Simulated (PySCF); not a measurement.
ammonia borane (BH6N), SMILES [BH3-][NH3+].

Geometry: PBE-D3(BJ)/def2-TZVP.

These are PySCF with PBE-D3(BJ)/def2-TZVP values and carry that method's errors.

Harmonic, unscaled wavenumbers; measured fundamentals usually lie a few per cent lower.

Modes within 1.5 cm⁻¹ of each other (mostly degenerate sets) share a row, with their intensities summed.

| mode | ν (cm⁻¹) | IR (km/mol) | moving atoms (share of kinetic energy) |
|---|---|---|---|
| 1 | 270 | 0.0 | H 100 % |
| 2–3 | 634 | 5.4 | H 96 % |
| 4 | 674 | 7.2 | B 50 %, N 37 %, H 13 % |
| 5–6 | 1039 | 58.7 | H 71 %, B 17 %, N 12 % |
| 7–8 | 1141 | 2.8 | H 96 % |
| 9 | 1146 | 105.8 | H 86 %, B 13 % |
| 10 | 1288 | 94.5 | H 85 %, N 15 % |
| 11–12 | 1618 | 53.8 | H 95 % |
| 13 | 2389 | 56.7 | H 98 % |
| 14–15 | 2453 | 423.5 | H 89 %, B 11 % |
| 16 | 3369 | 0.3 | H 98 % |
| 17–18 | 3469 | 57.5 | H 92 %, N 8 % |
